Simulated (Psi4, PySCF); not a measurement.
Input for Psi4:
```
memory 2 GB

molecule {
-1 2
  Bi   -0.00000000    0.00000000   -0.00000000
  F    -1.82625889   -1.38897808   -0.00746710
  F    -0.28966236    2.27575214    0.03981639
  F     2.11592124   -0.88677405   -0.03234929
}

set basis def2-tzvp
set reference uks
set scf_type pk
set puream true
set d_convergence 1e-8
set dft_radial_points 99
set dft_spherical_points 590

energy('blyp')
print_variables()
```

Question: Give the equivalent PySCF input.

Answer: Several could match; the one computed here: 
```python
from pyscf import gto, scf, dft

mol = gto.M(
    atom='''
Bi   -0.00000000    0.00000000   -0.00000000
F    -1.82625889   -1.38897808   -0.00746710
F    -0.28966236    2.27575214    0.03981639
F     2.11592124   -0.88677405   -0.03234929
''',
    basis='def2-tzvp',
    ecp={'Bi': 'def2-tzvp'},
    charge=-1,
    spin=1,
    verbose=4,
)

mf = dft.UKS(mol)
mf.xc = 'blyp'
mf.grids.atom_grid = (99, 590)
mf.grids.prune = None
mf.kernel()
```

Both were run: Psi4 gave -514.410212 Eh and PySCF -514.410222 Eh, 0.010 mEh apart.
